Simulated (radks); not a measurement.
Results of a calculation; reference values are marked as such.
Task: Numerical settings for the thulium ion Tm2+, [Xe] 4f13. Level of theory: non-relativistic Kohn-Sham, PBE, spin-polarised, spherical densities, point nucleus; open shells are filled with parallel spins first (spin-orbit coupling, left out, can overturn this in heavy ions); relativity is left out, which matters for an element this heavy (a radial shooting solver on a logarithmic mesh with Libxc functionals). The defaults (mesh step 0.008 in ln r, mesh end at 40 bohr or more with all orbitals vanishing there, Anderson mixing 0.5 over 9 steps, residual threshold near 1e-9 with the energy settled to 1e-9 hartree or 1e-11 of itself, here a cap of 70 iterations) give E = -12943.2875 hartree and 4f at -20.899 eV in 17 iterations. Run on one thread of a shared host, so times are rough (Arm Neoverse V1): 0.27 s of CPU time, 0.27 s wall, 17 iterations on 2541 mesh points. One setting is changed at a time: mesh step in ln r 0.012; mesh step in ln r 0.03; mesh step in ln r 0.003; mesh end (bohr) 1; mesh end (bohr) 2; residual threshold 1e-13; residual threshold 0.01; mixing 1.5; linear mixing, mixing 0.2; linear mixing, mixing 0.5; mixing history 20; iteration cap 5. Which runs fail to converge, and which converge to a wrong energy?

Result: Not converged within the cap: linear mixing, mixing 0.2; linear mixing, mixing 0.5; iteration cap 5. Settled on a wrong energy, with an occupied level pushed above zero by the early mesh end: mesh end (bohr) 1 (+211 hartree); mesh end (bohr) 2 (+7.14 hartree). Apart from these: no run marked as converged misses the energy by more than 1 mhartree.
